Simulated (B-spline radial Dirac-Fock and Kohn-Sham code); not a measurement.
Kohn-Sham estimates against Dirac-Fock for the levels of V

System: the V atom, configuration [Ar] 3d4 4s1 (not the ground configuration).

The density-functional columns are spherical, spin-unpolarised Dirac-Kohn-Sham results without Breit or QED terms: −ε is minus the orbital energy of the initial state and ΔSCF the difference of two total energies. The reference in the last column comes from Dirac-Fock (average of configuration) total-energy differences with a finite nucleus, the Breit interaction including its frequency dependence, and self-energy and vacuum-polarisation corrections. All numbers are from a B-spline atomic structure program, in eV; a selection of levels is shown.

```csv
level,LDA −ε,LDA ΔSCF,Dirac-Fock
K (1s),5346.6,5479.6,5470.8
L1 (2s),596.8,616.4,634.2
L2 (2p1/2),503.3,527.0,526.3
L3 (2p3/2),496.2,519.6,519.4
M2 (3p1/2),40.98,46.86,46.65
M3 (3p3/2),40.16,46.01,45.87
"M4,5 (3d)",2.63,7.40,4.70
N1 (4s),4.04,6.83,5.42
```

Values without a named source are computed, but for edge energies of neutral atoms, which are taken from tables.
